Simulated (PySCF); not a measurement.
Gas-phase equilibrium of 1 mol H₂S, 0.46 mol H₂ at 1200 K and 0.00133 bar, among 9 species (S₂, S₆, H₂S₂, H, H₂S, SH, H₂, S₈, S). Only gases are allowed; each row takes one source of thermochemistry for all species, and Cantera finds the minimum.

Method: PySCF energies (xtb for GFN2) plus ideal-gas RRHO corrections (1 bar). † marks an energy on the PBE0/def2-TZVP geometry and frequencies; other levels use their own. Open shells (unrestricted) among the columns below: S₂ (multiplicity 3), SH (multiplicity 2, electronic degeneracy 4); the rest are closed-shell singlets. GFN2 has no spin-polarisation term. Spin-orbit splitting is ignored; it lowers the true energy and changes the entropy of SH. B3LYP is the form with VWN-RPA correlation. No R ln 2 is added for the mirror-image form of H₂S₂. The harmonic model lacks anharmonicity and excited electronic states, which grow with temperature; levels with a mode under 35 cm⁻¹ are left out. Internal rotation in H₂S₂ is treated as a harmonic vibration of one conformer, which makes the entropy rough.

Molecules larger than those listed are left out.

Mole fractions:

```json
[
 {"thermochemistry": "B3LYP/def2-TZVP†", "x H₂": "0.69", "x H₂S": "0.093", "x S₂": "0.22", "x SH": "0.0011", "x H₂S₂": "2.6e-6"},
 {"thermochemistry": "GFN2-xTB", "x H₂": "0.62", "x H₂S": "0.19", "x S₂": "0.18", "x SH": "0.0020", "x H₂S₂": "0.00018"},
 {"thermochemistry": "PBE0/def2-TZVP", "x H₂": "0.63", "x H₂S": "0.18", "x S₂": "0.19", "x SH": "0.00083", "x H₂S₂": "1.3e-5"},
 {"thermochemistry": "LDA/def2-TZVP†", "x H₂": "0.48", "x H₂S": "0.42", "x S₂": "0.099", "x SH": "4.7e-5", "x H₂S₂": "0.00016"}
]
```
The most sensitive of these is H₂S₂: it spans a factor of 10^1.8 over these rows; at this temperature one factor of ten is RT ln 10 = 23 kJ/mol.
